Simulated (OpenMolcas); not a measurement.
P+: effect of the IPEA shift

| Quantity | Value |
| --- | --- |
| Program | OpenMolcas 26.06 |
| Basis | ANO-R3 [6s5p4d2f1g] |
| Scalar Hamiltonian | X2C, finite nucleus |
| Active space | 2 electrons in 9 orbitals (RAS2 3p; RAS3 3d 4s, at most 1 electron) |
| State averaging | 2S+1 = 3 even, 3 roots; 2S+1 = 1 even, 6 roots; 2S+1 = 3 odd, 18 roots; 2S+1 = 1 odd, 18 roots |
| Spin-orbit coupling | RASSI with atomic mean-field integrals over the reference wave functions, term energies averaged over their components |

Methods on the same reference wave functions:
A. RASSCF
B. MS-RASPT2, IPEA 0.25 Eh, imaginary shift 0.1 Eh (closed shells correlated: 2s 2p 3s)
C. MS-RASPT2, IPEA 0.5 Eh, imaginary shift 0.1 Eh (closed shells correlated: 2s 2p 3s)

Energies in eV above 3s² 3p² ³P₀, the measured ground level; measured values from NIST Handbook of Basic Atomic Spectroscopic Data.

| Level | A | B | C | Measured |
| --- | --- | --- | --- | --- |
| 3s² 3p² ³P₀ | 0.0000 | 0.0000 | 0.0000 | 0.0000 |
| 3s² 3p² ³P₁ | 0.0181 | 0.0182 | 0.0182 | 0.0204 |
| 3s² 3p² ³P₂ | 0.0526 | 0.0525 | 0.0525 | 0.0582 |
| 3s² 3p² ¹D₂ | 1.4405 | 1.091 | 1.074 | 1.1013 |
| 3s² 3p² ¹S₀ | 3.5137 | 3.276 | 3.233 | 2.6750 |
| 3s² 3p 4s ³P°₀ | 10.6597 | 10.645 | 10.594 | 10.7367 |
| 3s² 3p 4s ³P°₁ | 10.6761 | 10.660 | 10.609 | 10.7549 |
| 3s² 3p 4s ³P°₂ | 10.7153 | 10.700 | 10.650 | 10.8021 |
| 3s² 3p 4s ¹P°₁ | 11.0199 | 10.913 | 10.840 | 11.0214 |
| 3s² 3p 3d ³F°₂ | 11.4374 | 11.431 | 11.397 |  |
| 3s² 3p 3d ³F°₃ | 11.4569 | 11.449 | 11.415 |  |
| 3s² 3p 3d ³F°₄ | 11.4823 | 11.475 | 11.441 |  |
| 3s² 3p 3d ¹D°₂ | 11.9344 | 10.585 | 10.782 |  |
| 3s² 3p 3d ³P°₂ | 13.3935 | 12.362 | 12.549 |  |
| 3s² 3p 3d ³P°₁ | 13.4117 | 12.381 | 12.567 |  |
| 3s² 3p 3d ³P°₀ | 13.4216 | 12.391 | 12.577 |  |
| 3s² 3p 3d ³D°₁ | 13.7275 | 12.544 | 12.803 |  |
| 3s² 3p 3d ³D°₂ | 13.7349 | 12.552 | 12.810 |  |
| 3s² 3p 3d ³D°₃ | 13.7432 | 12.559 | 12.818 |  |
| 3s² 3p 3d ¹P°₁ | 16.1783 | 14.735 | 14.842 |  |
| 3s² 3p 3d ¹F°₃ | 16.5824 | 15.571 | 15.544 |  |

Deviations, from unrounded energies. A percentage is the sum of absolute deviations over the sum of measured energies, with the sign that they share, or ± where signs differ.

```csv
Against measurement,Levels,A,B,C
mean absolute deviation (cm-1),8,1400,1000,1200
fine structure of the ground term (%),2,-10.0,-10.1,-10.1
other terms of the ground configuration (%),2,+31.2,±16.2,±15.5
other configurations (%),4,-0.6,-0.9,-1.4
```

B lies closest to measurement on these levels and A furthest from it. The largest miss of B in the table is 3s² 3p² ¹S₀, by +4800 cm-1. The ranking rests on the paired levels alone, and a cruder setting can come out closer through cancelling errors.

Between B and C the level of the table that moves most is 3s² 3p 3d ³D°₃, by 2100 cm-1 (lowest in B, highest in C). Moves below CASPT2's spread within the term are not significant.

The mean deviations of B to C differ by less than CASPT2's widest spread within a term (220 cm-1), so their order carries little weight.

From A to B the spin-free energies of the other terms of 3s² 3p² shown, above ³P, scale by factors of 0.75 to 0.93.

The lowest spin-free term lies below A's lowest term by 0.338 hartree in B, 0.333 hartree in C.

CASPT2 breaks the degeneracy within a term, and the mean is taken; among the terms shown or strongly mixed into the levels shown the widest spread is 220 cm-1 (3s² 3p 3d ¹F°, C). Over all roots computed the reference weight is 0.88 to 0.96 in B, 0.90 to 0.96 in C; the roots of lowest weight are the least certain, and an intruder state may touch them. ANO sets are built for valence states and can reach diffuse excited orbitals poorly, and with the s shell closed the s pⁿ⁺¹ terms that mix with these levels are absent. With the s shell closed, the reference lacks s² → p² mixing. Without dynamic correlation excited terms often stand tens of per cent too high (terms of higher spin than the ground term too low), and those without a measured partner can miss by more than the paired ones (holds for A). Some terms miss by over 15 % even with CASPT2, which points to a basis or an active space too small for the shells correlated (holds for B; C). Computed and measured levels are paired by configuration, term and J; levels that our copy of the source lacks, or whose pairing is in doubt (as where it misses far off the trend of its configuration), stay unpaired and out of the deviations. Levels of configurations outside the active space are missing.

° marks odd parity.
